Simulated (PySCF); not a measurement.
vinylidene fluoride (C2H2F2), SMILES C=C(F)F. Atoms are numbered in the order given.

```xyz
6

C      0.0000     0.0000     1.3819
C      0.0000     0.0000     0.0582
F      0.0000     1.0734    -0.6934
F      0.0000    -1.0734    -0.6934
H      0.0000    -0.9458     1.9200
H      0.0000     0.9458     1.9200
```
Charge 0, spin multiplicity 1.

Geometry optimised at PBE0-D3(BJ)/def2-SVP.

Level of theory: PySCF with B3LYP/pcJ-1.

Isotropic couplings with Fermi-contact, spin-dipole and both spin-orbit terms, one fixed conformer, no vibrational averaging. Isotopes: 13C, 19F, 1H.

Computed spin–spin coupling constants:
```tsv
pair	bonds apart	J (Hz)
C1–C2	1	127.2
C1–H5	1	179.4
C1–H6	1	179.4
C2–F3	1	-369.5
C2–F4	1	-369.5
C1–F3	2	29.0
C1–F4	2	29.0
C2–H5	2	0.9
C2–H6	2	0.9
F3–F4	2	-82.6
H5–H6	2	-3.9
F3–H5	3	31.5
F3–H6	3	-1.8
F4–H5	3	-1.8
F4–H6	3	31.5
```
